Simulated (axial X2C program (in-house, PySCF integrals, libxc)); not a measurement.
Outer orbitals of HfO at 1.715 Å, HF

All values were computed with an in-house relativistic program for diatomic molecules. Spin-free means the one-electron spin-free X2C Hamiltonian; two-component (2c) means X2C with spin–orbit coupling and atomic mean-field two-electron Coulomb and Gaunt terms, so the difference of the two also holds small scalar two-electron terms. Basis: Hf dyall-cv3z [13s14p9d7f4g], O dyall-av3z [7s6p3d2f] (cores contracted in-house); Gaussian nuclei, density fitting, unrestricted open shells. Masses: Hf 179.947 u, O 15.995 u.

The distance is close to the 2c PBE0 minimum; the highest filled and lowest empty levels are listed.

Spin-free orbitals, state M_S = 0, Λ = 0 (closed shell) (Löwdin shares):

```json
{"symmetry": "σα", "occupied": "yes", "ε (eV)": "-33.45", "atomic character": "85% Hf f, 10% O s, 2% Hf p"}
{"symmetry": "φ+α", "occupied": "yes", "ε (eV)": "-33.37", "atomic character": "100% Hf f"}
{"symmetry": "φ-α", "occupied": "yes", "ε (eV)": "-33.37", "atomic character": "100% Hf f"}
{"symmetry": "δ-α", "occupied": "yes", "ε (eV)": "-33.21", "atomic character": "100% Hf f"}
{"symmetry": "δ+α", "occupied": "yes", "ε (eV)": "-33.21", "atomic character": "100% Hf f"}
{"symmetry": "π-α", "occupied": "yes", "ε (eV)": "-33.13", "atomic character": "100% Hf f"}
{"symmetry": "π+α", "occupied": "yes", "ε (eV)": "-33.13", "atomic character": "100% Hf f"}
{"symmetry": "σα", "occupied": "yes", "ε (eV)": "-31.27", "atomic character": "56% O s, 19% Hf f, 10% Hf d"}
{"symmetry": "σα", "occupied": "yes", "ε (eV)": "-13.23", "atomic character": "73% O p, 17% Hf d, 3% Hf p"}
{"symmetry": "π+α", "occupied": "yes", "ε (eV)": "-12.78", "atomic character": "73% O p, 18% Hf d, 4% Hf f"}
{"symmetry": "π-α", "occupied": "yes", "ε (eV)": "-12.78", "atomic character": "73% O p, 18% Hf d, 4% Hf f"}
{"symmetry": "σα", "occupied": "yes", "ε (eV)": "-7.32", "atomic character": "65% Hf s, 10% O p, 9% Hf d"}
{"symmetry": "π+α", "occupied": "no", "ε (eV)": "0.27", "atomic character": "82% Hf p, 13% Hf d, 5% O p"}
{"symmetry": "π-α", "occupied": "no", "ε (eV)": "0.27", "atomic character": "82% Hf p, 13% Hf d, 5% O p"}
{"symmetry": "σα", "occupied": "no", "ε (eV)": "0.71", "atomic character": "72% Hf p, 17% Hf d, 6% Hf s"}
{"symmetry": "δ+α", "occupied": "no", "ε (eV)": "1.43", "atomic character": "97% Hf d, 2% O d"}
{"symmetry": "δ-α", "occupied": "no", "ε (eV)": "1.43", "atomic character": "97% Hf d, 2% O d"}
```

One partner of each degenerate Kramers or spin pair is listed.

Spinors with spin–orbit coupling (state Ω = 0):

```json
{"ω": "5/2", "occupied": "yes", "ε (eV)": "-34.50", "atomic character": "100% Hf f", "λ mixture": "88% φ, 12% δ"}
{"ω": "1/2", "occupied": "yes", "ε (eV)": "-34.36", "atomic character": "97% Hf f", "λ mixture": "50% π, 50% σ"}
{"ω": "3/2", "occupied": "yes", "ε (eV)": "-34.34", "atomic character": "100% Hf f", "λ mixture": "73% δ, 27% π"}
{"ω": "1/2", "occupied": "yes", "ε (eV)": "-32.69", "atomic character": "83% Hf f, 11% O s, 3% Hf p", "λ mixture": "53% σ, 47% π"}
{"ω": "7/2", "occupied": "yes", "ε (eV)": "-32.66", "atomic character": "100% Hf f", "λ mixture": "100% φ"}
{"ω": "5/2", "occupied": "yes", "ε (eV)": "-32.52", "atomic character": "100% Hf f", "λ mixture": "88% δ, 12% φ"}
{"ω": "3/2", "occupied": "yes", "ε (eV)": "-32.44", "atomic character": "100% Hf f", "λ mixture": "73% π, 27% δ"}
{"ω": "1/2", "occupied": "yes", "ε (eV)": "-31.15", "atomic character": "51% O s, 24% Hf f, 10% Hf p", "λ mixture": "96% σ, 4% π"}
{"ω": "1/2", "occupied": "yes", "ε (eV)": "-13.26", "atomic character": "73% O p, 17% Hf d, 3% Hf p", "λ mixture": "98% σ, 2% π"}
{"ω": "1/2", "occupied": "yes", "ε (eV)": "-12.81", "atomic character": "73% O p, 18% Hf d, 4% Hf f", "λ mixture": "98% π, 2% σ"}
{"ω": "3/2", "occupied": "yes", "ε (eV)": "-12.77", "atomic character": "73% O p, 18% Hf d, 4% Hf f", "λ mixture": "100% π"}
{"ω": "1/2", "occupied": "yes", "ε (eV)": "-7.33", "atomic character": "65% Hf s, 10% O p, 9% Hf d", "λ mixture": "100% σ"}
{"ω": "1/2", "occupied": "no", "ε (eV)": "0.20", "atomic character": "80% Hf p, 14% Hf d, 5% O p", "λ mixture": "98% π, 2% σ"}
{"ω": "3/2", "occupied": "no", "ε (eV)": "0.33", "atomic character": "83% Hf p, 12% Hf d, 5% O p", "λ mixture": "100% π"}
{"ω": "1/2", "occupied": "no", "ε (eV)": "0.72", "atomic character": "73% Hf p, 17% Hf d, 5% Hf s", "λ mixture": "98% σ, 2% π"}
{"ω": "3/2", "occupied": "no", "ε (eV)": "1.36", "atomic character": "97% Hf d, 2% O d", "λ mixture": "100% δ"}
```

One partner of each degenerate Kramers or spin pair is listed.

Problem. How does the gap between the highest filled and lowest empty level change from the spin-free to the 2c table?

Solution. From 7.59 to 7.53 eV at HF, a change of -0.06 eV.

Mulliken charges and populations of the two-component result (they depend on the basis, above all on diffuse functions):

Hf 0.85 e (s 11.65 p 24.16 d 21.25 f 14.07 g 0.01), O -0.85 e (s 3.98 p 4.82 d 0.05 f 0.01).

Occupations by symmetry block were frozen at the best pattern of an incomplete PBE0 search.
